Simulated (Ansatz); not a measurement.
Basis-set extrapolation for C₃H₈B₂S (PBE0-D4/def2-TZVP geometry, frozen core, Ansatz). Multiplicity 1, RHF reference.

|  | def2-TZVPP | def2-QZVPP |
| --- | --- | --- |
| HF | -565.175784 | -565.194509 |
| MP2 correlation | -0.908107 | -0.967507 |
| CCSD(T) correlation | -1.006826 | not run |

Energies in hartree. Use E(X) = E(∞) + A·exp(−7.88·√X) for Hartree–Fock and E(X) = E(∞) + B·X^(−2.97) for correlation, with X = 3 and 4, and add CCSD(T) minus MP2 of the smaller set to the MP2 limit.

Problem. What is the CCSD(T) energy at the basis-set limit?

Solution. HF limit: -565.194509 + (-0.018725) × 0.13774 = -565.19709. MP2 limit: -0.967507 + (-0.059400) × 0.74074 = -1.01151. Higher-order term: -1.006826 − (-0.908107) = -0.09872. Total: -566.30732 hartree, 327.4 kJ/mol below CCSD(T)/def2-TZVPP.
